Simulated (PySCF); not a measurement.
**Exact simulation of a proton spin system**

Molecule: SMILES C=C(F)/C=C/C=C\F, C$_{6}$H$_{6}$F$_{2}$.

Molfile (atoms numbered from 1):
```
C6H6F2
     RDKit          3D

 14 13  0  0  0  0  0  0  0  0999 V2000
   -3.0440   -0.0630    0.3081 C   0  0  0  0  0  0  0  0  0  0  0  0
   -1.8728   -0.2334   -0.3009 C   0  0  0  0  0  0  0  0  0  0  0  0
   -1.8599   -0.7889   -1.5359 F   0  0  0  0  0  0  0  0  0  0  0  0
   -0.5775    0.1175    0.2251 C   0  0  0  0  0  0  0  0  0  0  0  0
    0.5770   -0.0792   -0.4325 C   0  0  0  0  0  0  0  0  0  0  0  0
    1.8597    0.2763    0.1087 C   0  0  0  0  0  0  0  0  0  0  0  0
    3.0180    0.0936   -0.5239 C   0  0  0  0  0  0  0  0  0  0  0  0
    3.0907   -0.4481   -1.7469 F   0  0  0  0  0  0  0  0  0  0  0  0
   -3.9643   -0.3567   -0.1625 H   0  0  0  0  0  0  0  0  0  0  0  0
   -3.0944    0.3729    1.2872 H   0  0  0  0  0  0  0  0  0  0  0  0
   -0.5843    0.5615    1.2104 H   0  0  0  0  0  0  0  0  0  0  0  0
    0.5686   -0.5246   -1.4181 H   0  0  0  0  0  0  0  0  0  0  0  0
    1.8895    0.7201    1.0925 H   0  0  0  0  0  0  0  0  0  0  0  0
    3.9930    0.3517   -0.1384 H   0  0  0  0  0  0  0  0  0  0  0  0
  1  2  2  0
  2  3  1  0
  2  4  1  0
  4  5  2  0
  5  6  1  0
  6  7  2  0
  7  8  1  0
  1  9  1  0
  1 10  1  0
  4 11  1  0
  5 12  1  0
  6 13  1  0
  7 14  1  0
M  END
```

Theory: structure optimised with GFN2-xTB, J: B3LYP/pcJ-1 (spin–dipole term only in couplings to heteroatoms), GIAO PBE0/pcSseg-1 shieldings, in PySCF 2.14 (non-relativistic, in vacuum, one conformer).

δ = σ(ref) − σ, references computed at the same level: $^{1}$H (σ = 31.72 ppm) vs TMS.

The 8-spin Hamiltonian (Zeeman plus full scalar coupling among like nuclei) was diagonalised exactly; lines are Lorentzian, 1.0 Hz wide, and the maxima above 3 % are listed with the tallest set to 100.

Peak list at 700 MHz for the spins F3/F8/H9/H10/H11/H12/H13/H14:
δ in ppm (height): 7.312 (39), 7.311 (42), 7.310 (42), 7.309 (40), 7.295 (42), 7.294 (47), 7.293 (53), 7.291 (60), 7.290 (57), 7.289 (60), 7.288 (54), 7.287 (48), 7.285 (43), 7.271 (42), 7.270 (44), 7.269 (44), 7.268 (42), 6.948 (64), 6.947 (64), 6.940 (65), 6.939 (65), 6.821 (64), 6.820 (64), 6.813 (65), 6.812 (64), 6.009 (47), 6.008 (55), 6.006 (47), 5.986 (46), 5.984 (54), 5.982 (48), 5.977 (49), 5.976 (56), 5.974 (48), 5.954 (45), 5.952 (53), 5.951 (45), 5.646 (46), 5.638 (46), 5.629 (46), 5.620 (45), 5.600 (46), 5.591 (46), 5.582 (46), 5.574 (44), 5.084 (92), 5.083 (93), 5.078 (96), 5.077 (95), 5.063 (92), 5.062 (93), 5.057 (95), 5.056 (95), 4.704 (100), 4.703 (100), 4.698 (97), 4.697 (97), 4.643 (99), 4.642 (100), 4.637 (97), 4.636 (97)

Task: Extract the chemical shifts and coupling constants behind this pattern (give the signs of the calculation).

Result: 
Shifts (ppm): F3 -116.3, F8 -115.0, H9 5.07, H10 4.67, H11 5.98, H12 7.29, H13 5.61, H14 6.88.
Couplings (Hz): F3–F8: -9.1; F3–H9: 15.1; F3–H10: 42.5; F3–H11: 22.3; F3–H12: 2.6; F3–H13: 1.0; F3–H14: 0.8; F8–H11: -2.3; F8–H12: 1.7; F8–H13: 32.5; F8–H14: 88.5; H9–H10: -4.2; H9–H12: 1.0; H9–H13: -0.4; H10–H11: -0.3; H10–H12: 0.9; H10–H13: -0.3; H11–H12: 16.5; H11–H13: -0.8; H11–H14: 1.3; H12–H13: 12.2; H12–H14: -1.6; H13–H14: 5.8.
These are the parameters used. A line list fixes at most the relative signs, and those only where coupling is strong; other parameter sets or atom labellings may fit too, and couplings well below the line width leave little trace.

Unscaled 3J(H,H) at this level run about 10 % above measured values.
